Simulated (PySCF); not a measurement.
Broadened absorption spectrum of [C4H9N2Si2]-

Species: C4H9N2Si2 (charge -1).
Z-matrix (Å and degrees, GFN2-xTB geometry), rows numbered from 1:
```
C 
Si  1  1.9072
C   2  1.8852  1  103.25
C   3  1.2148  2  169.66  1   125.90
C   4  1.4073  3  175.57  2  -147.46
N   5  1.2745  4  127.85  1    15.59
N   2  1.6636  1  110.43  3   123.23
Si  7  1.6767  2  136.08  1  -177.51
H   1  1.0863  2  110.67  3   169.03
H   1  1.0884  2  111.60  3    49.10
H   1  1.0859  2  111.35  3   -71.40
H   2  1.4993  1  105.28  3  -104.23
H   5  1.0921  4  116.39  6  -179.37
H   6  1.0223  5  112.60  4     0.84
H   8  1.4840  7  107.85  2  -178.56
H   8  1.4936  7  116.66  2   -60.27
H   8  1.4891  7  116.95  2    62.39
```

Computed, not measured: PySCF, TDDFT wB97X-D/def2-SVPD, vertical, gas phase, core orbitals frozen in the response.

Computed states:

```csv
state,E (eV),f
S1,3.86,0.036
S2,4.20,0.109
S3,4.49,0.0013
S4,5.15,0.014
S5,5.25,0.0033
S6,5.40,0.0032
S7,5.46,0.135
S8,5.60,0.0089
```

Broadening: Gaussians 0.25 eV wide at half height, area fixed by f = 4.319×10⁻⁹ ∫ε dν̃. The width is an assumption, not a result. The curve ends short of the highest state used, and states not computed would add to its high-energy end.

Problem. What does the envelope look like, and where are its maxima?

Solution. 
```csv
E (eV),ε (L mol⁻¹ cm⁻¹)
3.49,8
3.55,49
3.62,277
3.69,1013
3.75,2180
3.82,3573
3.88,3940
3.95,3458
4.01,3713
4.08,6429
4.15,10442
4.21,11783
4.28,9148
4.34,5246
4.41,1900
4.47,645
4.54,200
4.61,80
4.67,33
4.74,9
4.80,8
4.87,44
4.93,170
5.00,554
```

Maxima: 320 nm (3.87 eV), ε about 4000, made up of S1 (98%); 295 nm (4.20 eV), ε about 12000, made up of S2 (100%) (ε in L mol⁻¹ cm⁻¹; maxima over ε = 5, shares over 10%). At its high-energy end, 5.00 eV, the curve is still rising (ε about 550, from S4).

Problem. What would ε be at 4.20 eV, the highest of these maxima, with half the width (0.125 eV)?

Solution. About 23500 L mol⁻¹ cm⁻¹ against 11800, a factor of about 1.99; a lone state at its own centre would give exactly 2.

Problem. On this curve, what absorbance would a 10⁻⁴ mol/L sample give at 280 nm over a 1 cm path?

Solution. 280 nm is 4.428 eV, where ε is about 1400 L mol⁻¹ cm⁻¹, so A = ε c l ≈ 0.14 (Beer–Lambert, with the gas-phase spectrum and the assumed width).

Problem. Coming from long wavelengths, where does ε first pass 100 L mol⁻¹ cm⁻¹?

Solution. At about 347 nm (3.58 eV), 0.29 eV below S1.

No detachment energy is given for this anion; states above it aren't bound, and a finite basis only mimics them.

One conformer stands for the species.
